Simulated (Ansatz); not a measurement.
# The HOMO–LUMO gap down a group: O to Te

One atom is swapped for its congeners: OH− (hydroxide); HS− (hydrosulfide); HSe−; HTe−. All are singlets with charge -1.

Shapes, held fixed at every level: PBE0-D4/def2-TZVPD. Programs: Ansatz 0.2.0. Values in eV.

How should the HOMO–LUMO gap change along the series?

At wB97M-V/def2-TZVPPD the HOMO–LUMO gap falls at every step, from 8.28 to 6.22 eV. 4 of 6 levels show this order throughout; 4 agree on the largest and the smallest. For atoms past krypton def2 sets carry core potentials with scalar relativity. Relativity is left out for Se unless named. Orbital gaps aren't excitation energies, and the LUMO depends on the basis.

```
                 level   OH−   HS−  HSe−  HTe−
    PBE-D4/def2-TZVPPD  3.04  3.36  3.29  2.83
 r2SCAN-D4/def2-TZVPPD  3.73  4.05  3.99  3.43
   PBE0-D4/def2-TZVPPD  4.96  4.85  4.63  4.01
r2SCAN0-D4/def2-TZVPPD  5.45  5.30  5.09  4.40
   wB97X-V/def2-TZVPPD  8.79  8.20  7.77  6.87
   wB97M-V/def2-TZVPPD  8.28  7.53  7.10  6.22
```
